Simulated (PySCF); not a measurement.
1,1-dichloro-3-fluoropropa-1,2-diene (C₃HCl₂F), SMILES ClC(Cl)=C=CF. Coordinates come from a PBE0-D3(BJ)/def2-SVP optimisation.

Computed equilibrium geometry at PBE0-D3(BJ)/def2-SVP (PySCF confirms it by a frequency run) as bond lengths and angles, and its point group:
point group Cs.
Atoms: F1 C2 C3 C4 Cl5 Cl6 H7. Bonded distances (Å): F1–C2 1.327, C2–C3 1.309, C2–H7 1.096, C3–C4 1.306, C4–Cl5 1.727, C4–Cl6 1.727. Bond angles (°): F1–C2–C3 123.6, F1–C2–H7 112.8, C3–C2–H7 123.6, C2–C3–C4 177.0, C3–C4–Cl5 122.8, C3–C4–Cl6 122.8, Cl5–C4–Cl6 114.4.
Charge 0, spin multiplicity 1.
